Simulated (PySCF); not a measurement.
# Iodine: a sound run and one with changed settings

Sound run: I²⁺ [Kr] 4d10 5s2 5p3, I³⁺ [Kr] 4d10 5s2 5p2. Calculation: PySCF 2.14, in x2c-SVPall (6s5p3d, 36 functions); scalar relativity by spin-free X2C-1e. In the sound run the correlated levels freeze [Kr] 4d10. The sound run starts from symmetry-adapted Hartree-Fock orbitals and uses a fine grid where one is needed.

Changed run: basis STO-3G, all-electron and non-relativistic. This setting is unsound on purpose.

| species | method | sound run (hartree) | changed run (hartree) | converged |
| --- | --- | --- | --- | --- |
| I²⁺ | UHF | -7110.89091 | -6849.78965 | yes |
| I²⁺ | PBE | -7113.27384 | -6851.17195 | yes |
| I²⁺ | M06-2X | -7114.34788 | -6852.05922 | yes |
| I²⁺ | MP2 | -7110.93421 | -6849.78965 | yes |
| I³⁺ | UHF | -7109.79137 | -6848.69448 | yes |
| I³⁺ | PBE | -7112.15703 | -6850.05286 | yes |
| I³⁺ | M06-2X | -7113.22758 | -6850.93590 | yes |
| I³⁺ | MP2 | -7109.82483 | -6848.70239 | yes |
| I³⁺ | CCSD(T) | -7109.83834 | -6848.70895 | yes |

Ionisation energy of I²⁺:

| method | sound run (eV) | changed run (eV) |
| --- | --- | --- |
| UHF | 29.920 | 29.801 |
| PBE | 30.390 | 30.452 |
| M06-2X | 30.485 | 30.567 |
| MP2 | 30.188 | 29.586 |
| SCS-MP2 | 30.092 | 29.543 |

A minimal basis cannot let orbitals breathe on ionisation and holds almost no correlation. The Hamiltonian changed with the basis, so the totals do not compare.

For comparison, NIST gives 29.57 ± 0.025 eV between the lowest levels.
